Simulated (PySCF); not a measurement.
CH₈Ge₃O.
Bonds: O1–C2 (double), C2–Ge3, Ge3–Ge4, Ge4–Ge5. Hydrogens: H6 on C2; H7, H8 on Ge3; H9, H10 on Ge4; H11, H12, H13 on Ge5.

Method: PBE0-D3(BJ)/def2-SVP geometry optimisation, gas phase (PySCF 2.14.0).

Problem. List the bond lengths, angles and torsions at this level.

Solution. 
```tsv
bond	length (pm)	order
O1=C2	120.3	double
C2–Ge3	200.9	single
Ge3–Ge4	242.5	single
Ge4–Ge5	242.7	single
C2–H6	112.5	single
Ge3–H7, Ge3–H8	154.4	single
Ge4–H9, Ge4–H10	154.2	single
Ge5–H11	154.5	single
Ge5–H12, Ge5–H13	153.5	single
```

Bonds in one row agree within 1 pm and their mean is given. Orders are formal, as drawn. A selection of angles:
```tsv
angle	degrees
O1–C2–Ge3	122.4
O1–C2–H6	119.8
Ge3–C2–H6	117.8
C2–Ge3–Ge4	107.7
C2–Ge3–H7	106.9
Ge4–Ge3–H7	113.6
H7–Ge3–H8	107.4
Ge3–Ge4–Ge5	112.0
Ge3–Ge4–H9	108.5
Ge3–Ge4–H10	108.5
Ge5–Ge4–H9	110.1
H9–Ge4–H10	107.6
Ge4–Ge5–H11	107.6
Ge4–Ge5–H12	110.9
H11–Ge5–H12	108.6
H11–Ge5–H13	108.5
H12–Ge5–H13	110.7
```

Torsions: O1–C2–Ge3–Ge4 1° (synperiplanar); C2–Ge3–Ge4–Ge5 0° (synperiplanar).

Ge4 (germanium bonded to 2 Ge and 2 H) is tetrahedral (angles from 107.6° to 112.0°). The 5 heavy atoms lie in one plane (0.006 Å rms). Ge3 (germanium bonded to C, Ge and 2 H) is distorted tetrahedral (angles from 106.9° to 113.7°). Ge5 (germanium bonded to Ge and 3 H) is tetrahedral (angles from 107.6° to 110.9°).

Point group: Cs (tolerance 0.08 Å). No frequency check. The numbers are those of one conformer.
